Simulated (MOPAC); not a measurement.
MOPAC input (AM1):

```
AM1 PRECISE GNORM=0.05 LET XYZ GEO-OK AUX(PRECISION=9) THREADS=1
F3GeI

F    -1.60322700 1   -1.30108800 1   -1.00970400 1
Ge   -1.00695200 1   -0.00749100 1   -0.05200100 1
F    -1.63756500 1    1.43365300 1   -0.73870700 1
F    -1.74079200 1   -0.16962300 1    1.49115400 1
I     1.45390100 1    0.01081600 1    0.07508200 1
```

From the output:

```
                                                       MOPAC v23.2.5 Linux

          FINAL HEAT OF FORMATION =       -191.68773 KCAL/MOL =    -802.02148 KJ/MOL

          COSMO AREA              =        128.78 SQUARE ANGSTROMS
          COSMO VOLUME            =        119.44 CUBIC ANGSTROMS

          GRADIENT NORM           =          0.02016          =       0.00902 PER ATOM
          IONIZATION POTENTIAL    =         11.631747 EV
          HOMO LUMO ENERGIES (EV) =        -11.632 -2.941
          NO. OF FILLED LEVELS    =         16
          MOLECULAR WEIGHT        =        256.4897         POINT GROUP:  C3v

          MOLECULAR DIMENSIONS (Angstroms)

            Atom       Atom       Distance
            I     5    F     1     3.64634
            F     3    F     4     2.65257
            I     5    F     3     2.08476

          SCF CALCULATIONS        =         12

   ATOM   CHEMICAL          X               Y               Z
  NUMBER   SYMBOL      (ANGSTROMS)     (ANGSTROMS)     (ANGSTROMS)

     1       F         -1.69573893  *  -1.25685833  *  -0.98218043  *
     2      Ge         -0.99986763  *  -0.00744087  *  -0.05164649  *
     3       F         -1.72886377  *   1.38258980  *  -0.72061839  *
     4       F         -1.82848316  *  -0.16481203  *   1.43152761  *
     5       I          1.55359224  *   0.01156065  *   0.08023625  *

                             CARTESIAN COORDINATES

   1    F       -1.695738930    -1.256858329    -0.982180431
   2   Ge       -0.999867633    -0.007440869    -0.051646488
   3    F       -1.728863767     1.382589803    -0.720618395
   4    F       -1.828483163    -0.164812027     1.431527606
   5    I        1.553592237     0.011560649     0.080236246

           Empirical Formula: F3 Ge I  =     5 atoms

      MOLECULAR POINT GROUP   :   C3v

                  EIGENVALUES
 -48.95470 -46.78307 -46.78298 -30.83863 -16.78319 -16.78317 -16.74424 -15.12292
 -14.60957 -14.60955 -14.49482 -14.33831 -14.33830 -12.61227 -11.63175 -11.63175
  -2.94062   0.50077   0.50082   1.13229

              NET ATOMIC CHARGES AND DIPOLE CONTRIBUTIONS

  ATOM NO.   TYPE          CHARGE      No. of ELECS.   s-Pop       p-Pop
    1          F          -0.474628        7.4746     1.90500     5.56963
    2         Ge           1.540918        2.4591     0.69680     1.76228
    3          F          -0.474628        7.4746     1.90500     5.56963
    4          F          -0.474628        7.4746     1.90500     5.56963
    5          I          -0.117034        7.1170     1.98243     5.13461
 DIPOLE           X         Y         Z       TOTAL
 POINT-CHG.     3.702     0.028     0.191     3.707
 HYBRID        -1.932    -0.014    -0.100     1.935
 SUM            1.770     0.013     0.091     1.772

          ATOMIC ORBITAL ELECTRON POPULATIONS

     Atom    s        px        py        pz
    1  F   1.90500   1.90397   1.79713   1.86854
    2 Ge   0.69680   0.71101   0.52540   0.52588
    3  F   1.90500   1.89898   1.75899   1.91165
    4  F   1.90500   1.88264   1.95530   1.73169
    5  I   1.98243   1.14610   1.99536   1.99314

 **********************
 *                    *
 * JOB ENDED NORMALLY *
 *                    *
 **********************

 == MOPAC DONE ==
```

The geometry given is a B3LYP-D3(BJ)/def2-TZVP minimum.
